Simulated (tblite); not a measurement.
Species: C7H12N (doublet state).
SMILES with atom numbers: `[CH3:1]/[CH:2]=[C:3]\[C@@H:4]1[CH2:5][CH2:6][N:7]1[CH3:8]` (hydrogens: H9, H10, H11 on C1; H12 on C2; H13 on C4; H14, H15 on C5; H16, H17 on C6; H18, H19, H20 on C8)

Structure used (GFN2-xTB), in Å, numbered top down from 1:
```
atom  x, y, z in Å
C1     2.5353    0.6497   -0.2408
C2     2.2012   -0.8071    0.0118
C3     1.0139   -1.2947    0.1809
C4    -0.3930   -0.9713    0.2124
C5    -1.2179   -1.2582   -1.0601
C6    -1.7886    0.1523   -0.8987
N7    -0.7324    0.4783    0.0573
C8    -1.0885    1.2047    1.2425
H9     3.1667    1.0238    0.5640
H10    3.0821    0.7387   -1.1782
H11    1.6218    1.2336   -0.2930
H12    3.0689   -1.4583    0.0509
H13   -0.8669   -1.3996    1.1103
H14   -0.5909   -1.3682   -1.9406
H15   -1.9245   -2.0815   -0.9991
H16   -1.7781    0.7956   -1.7806
H17   -2.7942    0.1560   -0.4576
H18   -0.2249    1.2395    1.9064
H19   -1.9353    0.7540    1.7880
H20   -1.3598    2.2233    0.9618
```

Calculated harmonic vibrations of the isolated species, GFN2-xTB (tblite), most abundant isotopes, no scaling. This tight-binding method is rough: wavenumbers can miss measured ones by several per cent, in bad cases by 10 to 20. One conformer, not necessarily the lowest. Open shells enter through the occupations alone, without spin polarisation, and single modes of such species can be off by tens of per cent.

Harmonic wavenumbers (cm⁻¹): 39.6, 95.1, 103.7, 163.2, 194.1, 209.5, 259.3, 317.9, 396.1, 482.6, 598.0, 635.0, 754.0, 800.1, 832.9, 911.7, 962.2, 980.2, 1002.9, 1034.0, 1039.6, 1054.3, 1068.5, 1104.4, 1119.0, 1171.5, 1186.8, 1198.7, 1216.9, 1249.5, 1255.3, 1270.3, 1298.1, 1362.4, 1406.6, 1462.1, 1471.1, 1474.4, 1482.7, 1487.5, 1490.3, 1811.1, 2816.5, 2825.1, 2874.7, 2961.2, 2982.4, 2993.0, 3003.1, 3010.4, 3012.2, 3022.2, 3033.5, 3067.8.

A = 3108, B = 1550, C = 1260 MHz; mass 110.097 u (most abundant isotopes); point group C1, symmetry number 1; spin multiplicity 2.

Q: What is the zero-point energy?

A: ½Σν̃ = 37528 cm⁻¹ = 107.30 kcal/mol.

Q: What is S at 400 K and 1 bar for an ideal gas of classical rigid rotors and harmonic oscillators?

A: Translation 41.49, rotation 29.24, vibration 35.90, spin (R ln 2) 1.38: S = 108.0 cal/(mol K).

Q: And Cp and H(400 K) − H(0)?

A: Cp = 45.78 cal/(mol K), of which vibrations give 37.83 (their classical limit is 54 R = 107.3); H(400 K) − H(0) = 10.60 kcal/mol without the zero-point energy, 7.42 from vibrations.

Q: How do the functions run with temperature in this model?

A: 
```csv
T (K),S (cal/(mol K)),Cp (cal/(mol K)),H − H(0) (kcal/mol),G − H(0) (kcal/mol),ln q(vib)
150,77.2,22.1,2.28,-9.30,2.85
250,90.4,30.5,4.89,-17.70,5.23
298.15,96.2,35.3,6.47,-22.20,6.35
600,130.0,63.1,21.58,-56.43,13.42
900,159.1,80.1,43.27,-99.92,20.34
```

q(vib) and H(0) count from the zero-point level.

Q: Blend soft modes into free rotors: weight 1/[1 + (100 cm⁻¹/ν̃)⁴] for the oscillator and the rest for a rotor with moment μB/(μ + B), μ = h/(8π²ν), B = 10⁻⁴⁴ kg m². What vibrational entropy results?

A: 33.17 cal/(mol K) in place of 35.90, which changes −T·S at 400 K by +1.09 kcal/mol.

Q: What must be added to the electronic energy to get the Gibbs energy at 400 K and 1 bar?

A: ZPE + [H(400 K) − H(0)] − T·S = 107.30 + 10.60 − 43.20 = 74.70 kcal/mol.

Q: Which modes carry the vibrational entropy at 400 K?

A: 39.6 cm⁻¹: 5.86; 95.1 cm⁻¹: 4.13; 103.7 cm⁻¹: 3.96; 163.2 cm⁻¹: 3.07; 194.1 cm⁻¹: 2.74; 209.5 cm⁻¹: 2.60 cal/(mol K); the other 48 give 13.54 together.

Hindered rotation and anharmonicity are outside this model. Other conformers, if any are populated, would add a mixing term that is left out. The structure is chiral; the term R ln 2 for an equal mix with its mirror image is left out.
